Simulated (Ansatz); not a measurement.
A nudged elastic band was laid between two geometries of C$_{2}$H$_{7}$AlBN (12 atoms, charge 0, multiplicity 1).

Level of theory: RKS B3LYP-D4/STO-3G (Ansatz 0.2.0).

```json
{
  "movable images": "5",
  "climbing image": "yes",
  "spring": "5.0 eV/Å²",
  "optimiser": "quadratic models (default)",
  "start path": "through a guess of the saddle point",
  "force threshold": "0.05 eV/Å",
  "iteration limit": "60",
  "end points": "relaxed"
}
```

Image 0:

```xyz
12
Properties=species:S:1:pos:R:3
B -0.842 1.308 0.759
N 0.419 0.778 0.885
C 0.982 -0.099 -0.205
C 0.175 -1.500 -0.218
Al -0.398 -0.242 -1.468
H -1.429 1.875 1.594
H -1.356 1.138 -0.320
H 0.945 0.809 1.792
H 2.081 -0.134 -0.164
H -0.282 -1.781 0.739
H 0.807 -2.322 -0.583
H -1.024 0.116 -2.775
```

Image 6:

```xyz
12
Properties=species:S:1:pos:R:3
B 0.065 1.949 0.879
N 0.312 0.380 0.750
C 0.109 -0.391 -0.298
C 0.133 -1.949 -0.438
Al -0.708 -1.004 -1.838
H -0.727 2.062 1.748
H -0.323 2.320 -0.165
H 0.665 -0.123 1.620
H 1.107 2.403 1.194
H -0.299 -2.518 0.399
H 1.140 -2.340 -0.663
H -1.396 -0.844 -3.153
```

Task: Which bonds break or form, and what moves?

Result: Bonds broken: C3–H9. Bonds formed: B1–H9.

Task: What energy profile does the band end with?

Result: The forces met the threshold. The highest image is number 4 of 0 to 6, 2.81 eV above the first end and 1.46 eV above the last; the last end lies 1.34 eV above the first. Neighbouring images differ by up to 2.1 eV, so the band resolves the path poorly. A vibrational analysis at the climbing image gives one clearly imaginary mode, 558i cm⁻¹: a first-order saddle point. The orbitals stay closed-shell, which can raise the energy where a bond breaks towards radicals; this wasn't checked here. Limits of this set-up: minimal basis.

| image | path coordinate (Å) | energy (eV) | C3–H9 (Å) | B1–H9 (Å) |
| --- | --- | --- | --- | --- |
| 0 | 0.00 | 0.00 | 1.10 | 3.39 |
| 1 | 1.72 | 0.15 | 1.11 | 3.26 |
| 2 | 3.44 | 0.26 | 1.10 | 2.95 |
| 3 | 5.16 | 0.70 | 1.11 | 2.42 |
| 4 | 6.88 | 2.81 | 1.65 | 1.26 |
| 5 | 10.57 | 1.37 | 2.79 | 1.17 |
| 6 | 14.26 | 1.34 | 3.32 | 1.18 |

Task: What is the geometry of the highest image?

Result: 
```xyz
12
Properties=species:S:1:pos:R:3:forces:R:3
B 0.027 1.556 0.749 -0.02 -0.01 0.01
N -1.022 0.313 1.025 0.00 0.02 0.01
C -0.297 -0.104 -0.126 0.00 0.00 -0.01
C 0.531 -1.439 -0.319 0.02 0.02 -0.01
Al -0.515 -0.905 -1.793 0.00 0.00 0.00
H 0.764 1.612 1.656 0.00 0.00 0.00
H -0.522 2.503 0.338 0.01 0.00 -0.01
H -0.599 -0.234 1.845 0.00 -0.01 0.00
H 0.782 1.150 -0.174 0.01 0.00 -0.01
H 0.328 -2.210 0.438 -0.01 -0.01 0.01
H 1.617 -1.287 -0.407 0.00 0.00 0.00
H -1.017 -1.012 -3.197 0.00 0.00 0.00
```

The band took 36 iterations and of the order of 7 core-minutes.

Run time: 7 min on 1 thread of Arm Neoverse V1 (shared host), peak memory 0.1 GiB.
